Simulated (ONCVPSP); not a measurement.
Mn (Z = 25), ONCV: configuration errors across variants

```
Element                 : manganese
Generator               : ONCVPSP 4.0.1
Type                    : optimised norm-conserving Vanderbilt (ONCV)
Functional              : PBEsol
Relativity              : scalar-relativistic
Frozen core             : [Ar]
Valence charge          : 7
Reference configuration : 3d5 4s2
Partial waves           : 4s: rc 2.80 bohr, ncon 4, nbas 7, qcut 2.2 1/bohr, 2 projectors, debl 1.6 Ha; p scattering state at 0.3 Ha: rc 2.40 bohr, ncon 4, nbas 8, qcut 4.1 1/bohr, 2 projectors, debl 1.9 Ha; 3d: rc 2.00 bohr, ncon 4, nbas 9, qcut 7.2 1/bohr, 2 projectors, debl 3.7 Ha
Local potential         : polynomial inside 1.40 bohr (lpopt 5, dvloc0 2 Ha)
Core correction         : polynomial model core, fcfact 0.65
```

In the p channel the program set the typed energies aside and used 0.050, 1.950 Ha.

All-electron excitation energies from the reference (eV): (1) 3d5 4s1 8.433; (2) 3d5 4s0 23.945; (3) 3d4 4s0 56.425; (4) 3d4 4s2 13.213.

A true bound ghost makes a file unfit for plane-wave use even where its test errors are small: the radial tests pick states by their node count and pass the ghost by.

Errors AE − PS in meV (a dash: test not solved or not reliable):

```csv
change,(1),(2),(3),(4),bound ghosts,GHOST(+) flags above zero
base,-3.9,-38,-225,+87,none,"s, p"
"all radii but the core radius scaled by about 0.81 (s 2.26, p 1.94, d 1.62 bohr); local potential polynomial inside 1.14 bohr (lpopt 5, dvloc0 2 Ha)",-3.5,-26,–,-69,p,s
"all radii but the core radius scaled by about 0.86 (s 2.40, p 2.06, d 1.72 bohr); local potential polynomial inside 1.20 bohr (lpopt 5, dvloc0 2 Ha)",-3.4,-24,-144,-39,none,"s, p"
"all radii but the core radius scaled by about 0.92 (s 2.58, p 2.22, d 1.84 bohr); local potential polynomial inside 1.30 bohr (lpopt 5, dvloc0 2 Ha)",-3.2,-26,-173,+13,none,s
"all radii but the core radius scaled by about 1.08 (s 3.02, p 2.60, d 2.16 bohr); local potential polynomial inside 1.52 bohr (lpopt 5, dvloc0 2 Ha)",-6.5,-65,-305,+169,none,s
"all radii but the core radius scaled by about 1.17 (s 3.28, p 2.82, d 2.34 bohr); local potential polynomial inside 1.64 bohr (lpopt 5, dvloc0 2 Ha)",-11,-113,-419,+265,none,s
"all radii but the core radius scaled by about 1.30 (s 3.64, p 3.12, d 2.60 bohr); local potential polynomial inside 1.82 bohr (lpopt 5, dvloc0 2 Ha)",-21,-201,-585,+403,none,s
```

(1) Give the same row for: all radii but the core radius scaled by about 1.26 (s 3.52, p 3.02, d 2.52 bohr); local potential polynomial inside 1.76 bohr (lpopt 5, dvloc0 2 Ha).

Results:

(1) -18, -172, -533, +365; bound ghosts: none; GHOST(+) flags above zero: s.
